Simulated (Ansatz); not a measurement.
Frontier orbitals of `[CH3][Ga-]([CH3])([SH2+])[Cl]`.

```json
{"atom": "C1", "x (Å)": "-1.455", "y (Å)": "1.065", "z (Å)": "-0.681"}
{"atom": "Ga2", "x (Å)": "0.264", "y (Å)": "0.621", "z (Å)": "0.170"}
{"atom": "C3", "x (Å)": "1.808", "y (Å)": "-0.337", "z (Å)": "-0.585"}
{"atom": "S4", "x (Å)": "-0.626", "y (Å)": "-1.347", "z (Å)": "1.773"}
{"atom": "Cl5", "x (Å)": "0.797", "y (Å)": "1.977", "z (Å)": "1.814"}
{"atom": "H6", "x (Å)": "-1.831", "y (Å)": "0.241", "z (Å)": "-1.294"}
{"atom": "H7", "x (Å)": "-2.203", "y (Å)": "1.323", "z (Å)": "0.069"}
{"atom": "H8", "x (Å)": "-1.326", "y (Å)": "1.933", "z (Å)": "-1.332"}
{"atom": "H9", "x (Å)": "2.383", "y (Å)": "0.342", "z (Å)": "-1.220"}
{"atom": "H10", "x (Å)": "1.500", "y (Å)": "-1.187", "z (Å)": "-1.198"}
{"atom": "H11", "x (Å)": "2.472", "y (Å)": "-0.688", "z (Å)": "0.207"}
{"atom": "H12", "x (Å)": "-1.780", "y (Å)": "-1.581", "z (Å)": "1.125"}
{"atom": "H13", "x (Å)": "-0.003", "y (Å)": "-2.363", "z (Å)": "1.153"}
```

Charge 0, multiplicity 1. Correlated methods include outer-core shells of Ga, which these sets cover unevenly. Scalar relativity is left out up to krypton. The structure was optimised at the PBE0-D4/def2-TZVP level. It is one conformer, not always the lowest. Basis def2-TZVPP, the Gaussian-basis code of Ansatz.

Orbital energies of one run (eV). Highest occupied ones, from the top: -7.15, -7.70, -8.21, -8.22, -8.83, -10.68, -10.79, -10.90, -10.99, -11.05, -11.92, -13.42, -18.34, -18.54. Empty: -0.80, -0.51, 0.28, 0.69, 1.46, 1.47.

Question: Which functional gave them?
A. r2SCAN
B. B3LYP
C. B97M-V
D. CAM-B3LYP

Answer: B. HOMO energies: B3LYP -7.15, CAM-B3LYP -8.73, B97M-V -6.48, r2SCAN -6.40 eV.

B3LYP here is the variant with VWN-RPA as its local correlation; programs differ in this.
